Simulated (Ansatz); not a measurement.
Reaction (ligand exchange at the Si–C bond): `OC(O)[SiH2][SiH3]` + `OCF` → `FCO[SiH2][SiH3]` + `OCO`

Gas-phase electronic energies from Ansatz, PBE0-D4/def2-TZVP geometries. CBS: MP2 limit from def2 TZ/QZ plus the TZ coupled-cluster correction, frozen cores. This one scheme is used for every species. DFT in def2-TZVPP. B3LYP here is the variant with VWN-RPA as its local correlation; programs differ in this. One conformer a species, not always the lowest.

```
    level  ΔE (kcal/mol)
r2SCAN-D4          -24.2
    B3LYP          -25.1
```

Task: What does CCSD(T)/CBS give? (Estimate.)

Result: Ansatz gave: -24.7 kcal/mol. The listed levels differ from it by 0.5, -0.4 kcal/mol.

Largest T1 diagnostic among the species: 0.013.

In def2-TZVPP, CCSD(T) changes the Hartree–Fock value by +5.1 kcal/mol (the triples alone add +0.7 kcal/mol) and MP2 by +4.4 kcal/mol. From PBE to PBE0 (25 % exact exchange), in def2-TZVPP and without D4, ΔE moves by −1.6 kcal/mol.
